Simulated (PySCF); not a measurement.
C₅H₈FO (doublet state).
Geometry (GFN2-xTB, Å), atoms numbered from 1 in this order:
```xyz
15
C5H8FO angstrom
C      2.1477   -0.5992    0.2230
C      0.7117   -0.4720    0.5342
C     -0.2594    0.1830   -0.3403
F      0.3120    0.5666   -1.5357
C     -1.6328   -0.5130   -0.5473
O     -2.3164    0.5293    0.1431
C     -1.1362    1.3159    0.2703
H      2.4830   -1.6285    0.3703
H      2.3542   -0.2982   -0.8002
H      2.7504    0.0222    0.8945
H      0.3373   -0.8317    1.4770
H     -1.7509   -1.4835   -0.0619
H     -1.9232   -0.5722   -1.5995
H     -0.9183    1.5782    1.3072
H     -1.1634    2.2111   -0.3567
```

The hyperfine couplings belong to this conformer and change with its torsions.

Identity: `C[CH]C1(F)COC1` [radical].

Computed with PySCF, UKS B3LYP, pcH-1 on C F H O, non-relativistic, mean-field spin-orbit, GIAO. The structure is a single GFN2-xTB conformer in the gas phase; no vibrational or solvent corrections. A GFN2-xTB geometry isn't a minimum of the functional, and hyperfine couplings can be far from their values at a DFT geometry. No stability test was run, so a lower SCF solution isn't excluded.

Principal values of hyperfine tensors in MHz (contact and dipolar terms together), for some of the nuclei:

```json
{"atom": "H10", "isotope": "1H", "A1": "133.93", "A2": "136.15", "A3": "148.23"}
{"atom": "H8", "isotope": "1H", "A1": "92.76", "A2": "94.15", "A3": "107.03"}
{"atom": "C7", "isotope": "13C", "A1": "80.96", "A2": "81.56", "A3": "101.11"}
{"atom": "C2", "isotope": "13C", "A1": "6.68", "A2": "7.60", "A3": "245.25"}
{"atom": "H11", "isotope": "1H", "A1": "-97.57", "A2": "-60.95", "A3": "-22.18"}
{"atom": "C3", "isotope": "13C", "A1": "-45.70", "A2": "-43.44", "A3": "-39.54"}
{"atom": "C1", "isotope": "13C", "A1": "-36.39", "A2": "-32.48", "A3": "-32.02"}
{"atom": "F4", "isotope": "19F", "A1": "-19.50", "A2": "-13.42", "A3": "3.62"}
```

Give the isotropic coupling of each nucleus in MHz and in mT (g = 2.0025), and the anisotropic part.

a_iso is a third of the trace, T = A − a_iso, and a(mT) = a(MHz)/(g × 13.996).

| atom | a_iso (MHz) | a_iso (mT) | T1 | T2 | T3 |
| --- | --- | --- | --- | --- | --- |
| H10 | 139.43 | 4.975 | -5.51 | -3.29 | 8.79 |
| H8 | 97.98 | 3.496 | -5.22 | -3.83 | 9.05 |
| C7 | 87.88 | 3.135 | -6.92 | -6.32 | 13.24 |
| C2 | 86.51 | 3.087 | -79.83 | -78.91 | 158.74 |
| H11 | -60.23 | -2.149 | -37.33 | -0.72 | 38.05 |
| C3 | -42.90 | -1.530 | -2.81 | -0.55 | 3.35 |
| C1 | -33.63 | -1.200 | -2.76 | 1.15 | 1.62 |
| F4 | -9.77 | -0.348 | -9.73 | -3.65 | 13.38 |

What spin density at the nucleus of C3 lies behind its contact coupling (g_N = 1.40482)?

a_FC = (2μ0/3) gₑ μB g_N μN ρ(0)/(2S·h) = 800.24 MHz × g_N × ρ(0)/(2S), with ρ in bohr⁻³. With a_FC = -42.90 MHz and 2S = 1, ρ(0) = -0.03816 bohr⁻³.

C5 (13C, g_N = 1.40482) isn't in the table. Its spin density at the nucleus is 0.07197 bohr⁻³. What is its contact coupling?

By the same relation, a_FC = 80.9 MHz. Its full tensor has the principal values 74.91, 75.38, 92.43 MHz.

Name the largest traceless tensor T of the table and describe it.

C2: -79.8, -78.9, 158.7 MHz, axial, in the ratio −1:−1:+2, the form that spin in one p orbital centred on that nucleus gives.

In a single crystal, with the field along each principal axis of the tensor of C7 in turn, what first-order splitting does this nucleus give (isotropic g, quadrupole terms neglected)?

2 lines (I = 1/2), spaced by |A_i|/(g × 13.996): 2.89, 2.91, 3.61 mT along the axes of A1, A2 and A3.

The run took 1.8 min of wall time (grids of density and orbitals included) on one thread, AMD EPYC (x86_64), on a shared host, and the process peaked at 0.96 GiB of memory.
